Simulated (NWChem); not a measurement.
System: SiF$_{2}$, singlet; SMILES F[Si]F

Results from NWChem. Pople sets run with spherical d functions. Medium grid unless said otherwise, to which SCAN and Minnesota functionals are sensitive. Low-valent species are run as closed-shell singlets; no triplet was tried in these runs. Geometry: optimised at PBE-D3(BJ)/def2-SVP. Total energies of different functionals are on different scales.

```tsv
level	energy (Ha)	highest occupied level (eV)	orbital gap (eV)	dipole (D)
B3LYP/6-31G*	-489.2533	-8.03	5.79	1.17
PBE/6-31G*	-488.8982	-6.95	4.11	0.92
TPSSh/6-31G*	-489.2376	-7.60	5.10	1.03
LC-wPBE (HJS exchange hole, range parameter 0.4 per bohr)/6-31G*	-488.9819	-10.89	11.14	1.08
MPW1K/6-31G*	-489.1722	…	…	…
LC-BLYP (range parameter 0.33 per bohr)/6-31G*	-488.7460	-10.48	10.58	1.08
SCAN/6-31G*	-489.1938	-7.26	4.44	1.00
```

Question: Some entries are withheld; supply them.

Answer: 
- MPW1K/6-31G*, highest occupied level (eV): -9.21
- MPW1K/6-31G*, orbital gap (eV): 7.69
- MPW1K/6-31G*, dipole (D): 1.32
